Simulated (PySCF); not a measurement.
Shifts of the heteroatoms

Geometry (Å), atoms numbered from 1 in this order:
```xyz
19

C     3.109   -0.875    0.030
N     1.889   -0.321    0.563
C     0.829    0.012   -0.221
O     0.854   -0.121   -1.429
C    -0.369    0.490    0.534
C    -1.343    1.345   -0.298
C    -2.671    0.602   -0.045
Si   -1.739   -0.852    0.763
H     3.964   -0.238    0.267
H     3.288   -1.878    0.424
H     2.990   -0.928   -1.051
H     1.825   -0.202    1.561
H    -0.066    0.977    1.461
H    -1.054    1.290   -1.347
H    -1.360    2.392    0.003
H    -3.239    0.403   -0.950
H    -3.323    1.150    0.633
H    -2.037   -1.179    2.161
H    -1.557   -2.059   -0.035
```

- GFN2-xTB structure
- GIAO PBE0/pcSseg-1 shieldings
- code: PySCF 2.14
- fast rotation and ring inversion assumed for equivalent nuclei, isolated molecule, non-relativistic Hamiltonian, one computed conformer

(1) Predict the 29Si NMR data.

(2) Predict the 15N NMR data.

(3) What are the 17O shifts?

## Answers

(1) 
```tsv
atoms	environment	σ (ppm)	δ (ppm)
Si8	silicon bonded to 2 C, 2 H, in a 4-membered ring	373.2	-26.8
```

Shieldings were converted by a linear fit to measured shifts: 29Si (scatter 8.9 ppm rms, 25.8 ppm with the 6 outliers that the fit left out vs TMS, solution or neat liquid). A few per cent of atoms miss by over 2 rms, more outside the fitted compound classes.

On a 600 MHz spectrometer 29Si resonates near 119.2 MHz, so 1 ppm is 119.2 Hz.

(2) 
```tsv
atoms	environment	σ (ppm)	δ (ppm)
N2	amide-type nitrogen	153.0	-289.0
```

Shieldings were converted by a linear fit to measured shifts: 15N: δ = -148.07 − 0.921σ (rms 6.3 ppm, 71 shifts vs CH3NO2, solution or neat liquid). Occasional misses reach two or three times the rms, and more in compound classes unlike the fitted ones.

On a 500 MHz spectrometer 15N resonates near 50.7 MHz, so 1 ppm is 50.7 Hz.

(3) 
```json
{"atoms": "O4", "environment": "amide-type carbonyl oxygen", "σ (ppm)": "-41.7", "δ (ppm)": "304.7"}
```

Shieldings were converted by a linear fit to measured shifts: 17O: δ = 266.70 − 0.911σ (rms 10.7 ppm, 155 shifts, 12.2 ppm with the 3 outliers that the fit left out vs liquid water, solution or neat liquid). Occasional misses reach two or three times the rms, and more in compound classes unlike the fitted ones.

On a 300 MHz spectrometer 17O resonates near 40.7 MHz, so 1 ppm is 40.7 Hz.

Hydrogen bonding in solution shields acid and N–H amide carbonyl oxygens by tens of ppm.
